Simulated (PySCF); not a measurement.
Cl4Hf (SMILES [Cl][Hf]([Cl])([Cl])[Cl]), singlet, geometry from GFN2-xTB (such geometries of metal compounds can be far from the true shape) (core potentials on Hf); PySCF with DF-TPSS/def2-SVP.

Input for PySCF:
```python
from pyscf import gto, scf, dft

mol = gto.Mole()
mol.atom = '''
    Hf   -0.00000000    0.00000000   -0.00000000
    Cl    1.78045031   -0.57805925   -1.23717810
    Cl    0.66517234    0.48418292    2.08755314
    Cl   -0.98826069    1.79908379   -0.90631327
    Cl   -1.45736195   -1.70520746    0.05593824
'''
mol.basis = 'def2-svp'
mol.ecp = {'Hf': 'def2-svp'}
mol.verbose = 4
mol.build()

mf = dft.RKS(mol)
mf.xc = 'tpss'
mf.diis_space = 4
mf = mf.density_fit(auxbasis='def2-universal-jkfit')
mf.kernel()
mf.analyze()
```

It wrote (shortened):

```
PySCF version 2.14.0

[INPUT] verbose = 4
[INPUT] num. atoms = 5
[INPUT] num. electrons = 80
[INPUT] charge = 0
[INPUT] spin (= nelec alpha-beta = 2S) = 0
[INPUT] symmetry False subgroup None
[INPUT] Mole.unit = angstrom
[INPUT] Symbol           X                Y                Z      unit          X                Y                Z       unit  Magmom
[INPUT]  1 Hf     0.000000000000   0.000000000000   0.000000000000 AA    0.000000000000   0.000000000000   0.000000000000 Bohr   0.0
[INPUT]  2 Cl     1.780450310000  -0.578059250000  -1.237178100000 AA    3.364563464297  -1.092373666271  -2.337927776310 Bohr   0.0
[INPUT]  3 Cl     0.665172340000   0.484182920000   2.087553140000 AA    1.256993548236   0.914973112992   3.944903705076 Bohr   0.0
[INPUT]  4 Cl    -0.988260690000   1.799083790000  -0.906313270000 AA   -1.867542043774   3.399775638245  -1.712683863359 Bohr   0.0
[INPUT]  5 Cl    -1.457361950000  -1.705207460000   0.055938240000 AA   -2.754014949862  -3.222375084965   0.105707953490 Bohr   0.0

nuclear repulsion = 442.866969157707
number of shells = 44
number of NR pGTOs = 201
number of NR cGTOs = 104
basis = def2-svp
ecp = {'Hf': 'def2-svp'}

******** <class 'pyscf.df.df_jk.DFRKS'> ********
method = DFRKS
initial guess = minao
damping factor = 0
level_shift factor = 0
DIIS = <class 'pyscf.scf.diis.CDIIS'>
diis_start_cycle = 1
diis_space = 4
diis_damp = 0
SCF conv_tol = 1e-09
SCF conv_tol_grad = None
SCF max_cycles = 50
direct_scf = False
XC library pyscf.dft.libxc version 7.1.2
    S. Lehtola, C. Steigemann, M. J. T. Oliveira, and M. A. L. Marques,  SoftwareX 7, 1–5 (2018)
XC functionals = tpss
    J. Tao, J. P. Perdew, V. N. Staroverov, and G. E. Scuseria,  Phys. Rev. Lett. 91, 146401 (2003)
    J. P. Perdew, J. Tao, V. N. Staroverov, and G. E. Scuseria,  J. Chem. Phys. 120, 6898 (2004)
    J. Tao, J. P. Perdew, V. N. Staroverov, and G. E. Scuseria,  Phys. Rev. Lett. 91, 146401 (2003)
    J. P. Perdew, J. Tao, V. N. Staroverov, and G. E. Scuseria,  J. Chem. Phys. 120, 6898 (2004)
radial grids:
    Treutler-Ahlrichs [JCP 102, 346 (1995); DOI:10.1063/1.469408] (M4) radial grids

becke partition: Becke, JCP 88, 2547 (1988); DOI:10.1063/1.454033
pruning grids: <function nwchem_prune>
grids dens level: 3
symmetrized grids: False
atomic radii adjust function: <function treutler_atomic_radii_adjust>
small_rho_cutoff = 0
Set gradient conv threshold to 3.16228e-05
Initial guess from minao.
tot grids = 99312
init E= -1876.29063119224
  HOMO = -0.502384165262289  LUMO = -0.354928777136309  gap/eV = 4.01247
cycle= 1 E= -1888.20394445377  delta_E= -11.9  |g|= 1.28  |ddm|= 7.65
  HOMO = -0.253478725464282  LUMO = 0.0366527964252583  gap/eV = 7.89488
cycle= 2 E= -1887.59164640162  delta_E= 0.612  |g|= 1.79  |ddm|= 3.48
  HOMO = -0.293747337572933  LUMO = -0.0656903889953652  gap/eV = 6.20575
cycle= 3 E= -1888.64108889375  delta_E= -1.05  |g|= 0.178  |ddm|= 2.34
  HOMO = -0.319468464764199  LUMO = -0.0953559308138055  gap/eV = 6.09841
cycle= 4 E= -1888.64845894923  delta_E= -0.00737  |g|= 0.0479  |ddm|= 0.317
  HOMO = -0.312442239671488  LUMO = -0.0889993661909918  gap/eV = 6.08019
cycle= 5 E= -1888.6489370552  delta_E= -0.000478  |g|= 0.0143  |ddm|= 0.0759
  HOMO = -0.313262154146458  LUMO = -0.0882986494126561  gap/eV = 6.12157
cycle= 6 E= -1888.64899183029  delta_E= -5.48e-05  |g|= 0.00117  |ddm|= 0.0164
  HOMO = -0.313264581649305  LUMO = -0.088419214184104  gap/eV = 6.11835
cycle= 7 E= -1888.64899223794  delta_E= -4.08e-07  |g|= 4.96e-05  |ddm|= 0.00148
  HOMO = -0.313260939357818  LUMO = -0.0884108359857449  gap/eV = 6.11848
cycle= 8 E= -1888.64899223864  delta_E= -6.99e-10  |g|= 1.83e-05  |ddm|= 7.56e-05
  HOMO = -0.31326126900895  LUMO = -0.0884150679247418  gap/eV = 6.11838
Extra cycle  E= -1888.6489922383  delta_E= 3.42e-10  |g|= 3.82e-05  |ddm|= 6.82e-05
converged SCF energy = -1888.6489922383
**** SCF Summaries ****
Total Energy =                       -1888.648992238296159
Nuclear Repulsion Energy =             442.866969157706990
One-electron Energy =                -3503.690283656445445
Two-electron Energy =                 1172.174322260442295
Two-electron Coulomb Energy =         1291.371458266037052
DFT Exchange-Correlation Energy =     -119.197136005594743
HOMO-LUMO gap [eV] =                     6.118376772832932
**** MO energy ****
MO #1   energy= -100.988170270772  occ= 2
MO #2   energy= -100.988126908981  occ= 2
MO #3   energy= -100.988123296804  occ= 2
MO #4   energy= -100.988121380237  occ= 2
MO #5   energy= -9.26442269188305  occ= 2
MO #6   energy= -9.26440115057096  occ= 2
MO #7   energy= -9.26439820618259  occ= 2
MO #8   energy= -9.26439631897762  occ= 2
MO #9   energy= -7.04541383141885  occ= 2
MO #10  energy= -7.04539767270044  occ= 2
MO #11  energy= -7.04539211774818  occ= 2
MO #12  energy= -7.04538957723066  occ= 2
MO #13  energy= -7.04335344213156  occ= 2
MO #14  energy= -7.04334944267486  occ= 2
MO #15  energy= -7.04333562435704  occ= 2
MO #16  energy= -7.04333328856819  occ= 2
MO #17  energy= -7.0433247897824   occ= 2
MO #18  energy= -7.04331909248243  occ= 2
MO #19  energy= -7.04331267625807  occ= 2
MO #20  energy= -7.0433103615414   occ= 2
MO #21  energy= -2.43233588317526  occ= 2
MO #22  energy= -1.31225058245073  occ= 2
MO #23  energy= -1.31225054744525  occ= 2
MO #24  energy= -1.31224996316332  occ= 2
MO #25  energy= -0.783532214233197 occ= 2
MO #26  energy= -0.76753750476424  occ= 2
MO #27  energy= -0.767534288166011 occ= 2
MO #28  energy= -0.767533729911065 occ= 2
MO #29  energy= -0.384847575489923 occ= 2
MO #30  energy= -0.365589245600966 occ= 2
MO #31  energy= -0.365587059406156 occ= 2
MO #32  energy= -0.36558681606713  occ= 2
MO #33  energy= -0.355566589888774 occ= 2
MO #34  energy= -0.355563769340143 occ= 2
MO #35  energy= -0.331732393703379 occ= 2
MO #36  energy= -0.331730571955181 occ= 2
MO #37  energy= -0.331730526713227 occ= 2
MO #38  energy= -0.313265839855092 occ= 2
MO #39  energy= -0.313264806307508 occ= 2
MO #40  energy= -0.31326126900895  occ= 2
MO #41  energy= -0.0884150679247418 occ= 0
MO #42  energy= -0.0884100801826753 occ= 0
MO #43  energy= -0.0497737080046025 occ= 0
MO #44  energy= -0.0497725251315247 occ= 0
MO #45  energy= -0.0497707534958414 occ= 0
MO #46  energy= -0.0230677607411997 occ= 0
MO #47  energy= 0.0352965853970724 occ= 0
MO #48  energy= 0.0352978598507843 occ= 0
Dipole moment(X, Y, Z, Debye):  0.00008, -0.00040,  0.00009
```
